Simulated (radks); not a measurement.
The numbers below are computed, except where a source is named.
Question: Ni2+, configuration [Ar] 3d8. Level of theory: scalar-relativistic Kohn-Sham, r2SCAN, spin-polarised, spherical densities, finite nucleus; open shells are filled with parallel spins first; meta-GGA in the generalised Kohn-Sham scheme; Fermi nuclear charge, rms radius 3.7757 fm (a radial shooting solver on a logarithmic mesh with Libxc functionals). Some entries of the table are withheld. Estimate them.

| orbital | occ. | eigenvalue (hartree) | r(max) (bohr) | <r> (bohr) |
|---|---|---|---|---|
| 1s down | 1 | -303.4882 | 0.03540 | 0.05410 |
| 1s up | 1 | -303.4878 | 0.03540 | 0.05410 |
| 2s up | 1 | -37.18013 | 0.2043 | 0.2446 |
| 2s down | 1 | -37.12679 | 0.2043 | 0.2444 |
| 2p up | 3 | -32.02160 | 0.1649 | (1) |
| 2p down | 3 | -31.98123 | 0.1648 | (2) |
| 3s up | 1 | (3) | 0.6390 | 0.7396 |
| 3s down | 1 | (4) | 0.6398 | 0.7416 |
| 3p up | 3 | -3.47584 | 0.6475 | 0.7778 |
| 3p down | 3 | -3.36851 | 0.6487 | 0.7811 |
| 3d up | 5 | -1.08854 | 0.6319 | 0.9516 |
| 3d down | 3 | -0.98873 | 0.6370 | 0.9803 |

Answer: 
(1) 2p up <r> (bohr): 0.2153
(2) 2p down <r> (bohr): 0.2151
(3) 3s up eigenvalue (hartree): -4.98799
(4) 3s down eigenvalue (hartree): -4.87966
